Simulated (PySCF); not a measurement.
**Mayer bond orders and bond lengths**

Species: CH13N3Si4.
SMILES with atom numbers: `[SiH3:1][CH2:2][SiH:3]1[NH:4][SiH2:5][NH:6][SiH2:7][NH:8]1` (hydrogens: H9, H10, H11 on Si1; H12, H13 on C2; H14 on Si3; H15 on N4; H16, H17 on Si5; H18 on N6; H19, H20 on Si7; H21 on N8)

Structure used (PBE0-D3(BJ)/def2-SVP), in Å, numbered top down from 1:
```xyz
21
CH13N3Si4 angstrom
Si     2.9678   -0.0017    0.4214
C      1.9353    1.2033   -0.5863
Si     0.0950    0.8487   -0.6116
N     -0.1565   -0.7620   -1.2435
Si    -1.6585   -1.6004   -1.0194
N     -2.5892   -0.5721    0.0375
Si    -2.0711    0.3129    1.4477
N     -0.5148    0.9504    1.0232
H      2.4797   -0.0557    1.8351
H      4.4082    0.3994    0.4424
H      2.8776   -1.3806   -0.1524
H      2.0873    2.2222   -0.1894
H      2.3100    1.2136   -1.6245
H     -0.6183    1.8432   -1.4660
H      0.6608   -1.2927   -1.5288
H     -2.4867   -1.7798   -2.2541
H     -1.3708   -2.9692   -0.4806
H     -3.5694   -0.4694   -0.2076
H     -1.9214   -0.5005    2.6977
H     -3.1396    1.3290    1.7089
H      0.1625    1.0937    1.7663
```

Bond orders from the PBE0/pcSseg-1 density (PySCF). Isolated species at its PBE0-D3(BJ)/def2-SVP geometry (one conformer only).

**Question.** How far do the computed orders between heavy atoms stray from the drawn ones?

**Answer.** The largest departure is 0.092, at Si3–N4 (drawn single, 0.908) and C2–Si3 (drawn single, 0.910).

**Question.** Set the Mayer orders of the bonds beside their lengths.

**Answer.** 
| bond | drawn as | length (Å) | Mayer order |
| --- | --- | --- | --- |
| Si1–C2 | single | 1.880 | 0.925 |
| C2–Si3 | single | 1.874 | 0.910 |
| Si3–N4 | single | 1.748 | 0.908 |
| N4–Si5 | single | 1.735 | 0.970 |
| Si5–N6 | single | 1.744 | 0.932 |
| N6–Si7 | single | 1.744 | 0.932 |
| Si7–N8 | single | 1.734 | 0.972 |
| N8–Si3 | single | 1.748 | 0.919 |
| Si1–H9 | single | 1.497 | 0.941 |
| Si1–H10 | single | 1.495 | 0.945 |
| Si1–H11 | single | 1.496 | 0.944 |
| C2–H12 | single | 1.104 | 0.930 |
| C2–H13 | single | 1.104 | 0.930 |
| Si3–H14 | single | 1.493 | 0.924 |
| N4–H15 | single | 1.015 | 0.919 |
| Si5–H16 | single | 1.498 | 0.907 |
| Si5–H17 | single | 1.499 | 0.908 |
| N6–H18 | single | 1.016 | 0.923 |
| Si7–H19 | single | 1.499 | 0.909 |
| Si7–H20 | single | 1.497 | 0.908 |
| N8–H21 | single | 1.016 | 0.919 |

Bonds between the same two heavy elements. C–Si: all 2 within 0.02 of one another (0.910 to 0.925). N–Si: lowest Si3–N4 (0.908, 1.748 Å), highest Si7–N8 and N4–Si5 (0.972, 1.734 Å). Bonds named together lie within 0.004.

**Question.** Sum the orders of all bonds at each heavy atom with more than one neighbour and set the sums beside the valence in the SMILES.

**Answer.** Si1 3.755 (drawn 4), C2 3.695 (drawn 4), Si3 3.661 (drawn 4), N4 2.797 (drawn 3), Si5 3.717 (drawn 4), N6 2.787 (drawn 3), Si7 3.721 (drawn 4), N8 2.810 (drawn 3). Orders between atoms that aren't bonded are not in these sums.

The Mayer order sums products of elements of PS (density times overlap matrix) between the two atoms' basis functions, so it depends on the basis set.
